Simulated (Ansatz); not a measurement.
Reactions of H4O3SSi (`O[Si](O)(O)S`).

Calculated with Ansatz (gas phase, PBE0-D4/def2-TZVP geometries, no zero-point term in ΔE). CBS: MP2 limit from def2 TZ/QZ plus the TZ coupled-cluster correction, frozen cores. This one scheme is used for every species. Functionals use def2-TZVPP. Open shells (•) are unrestricted, without spin–orbit coupling. def2 core potentials past Kr. For Se, Te outer-core shells are correlated without core-valence functions, which leaves a few kJ/mol of doubt a bond. Scalar relativity is left out up to krypton. Each species was taken in one conformer, which may not be the lowest.

| reaction | CCSD/CBS(def2) (eV) | B2PLYP (eV) | MP2/CBS(def2) (eV) |
| --- | --- | --- | --- |
| `O[Si](O)(O)S` + ethylene → `C=C[Si](O)(O)S` + H₂O | 1.12 | 1.17 | 1.06 |
| `O[Si](O)(O)S` + `[OH]`• → `O[Si](O)(O)[S]`• + H₂O | -1.31 | -1.30 | -1.48 |
| `O[Si](O)(O)S` + H₂Te → `O[Si](O)(S)[TeH]` + H₂O | 0.59 | 0.67 | 0.43 |
| `O[Si](O)(O)S` + H₂Se → `O[Si](O)(O)[SeH]` + H₂S | -0.01 | 0.01 | -0.03 |

Question: Give the CCSD(T)/CBS values in the same order. (Best estimate.)

Answer: Ansatz gave: 1.08, -1.33, 0.54, -0.01 eV.

Largest T1 diagnostic: 0.014, for `O[Si](O)(O)[S]`•.
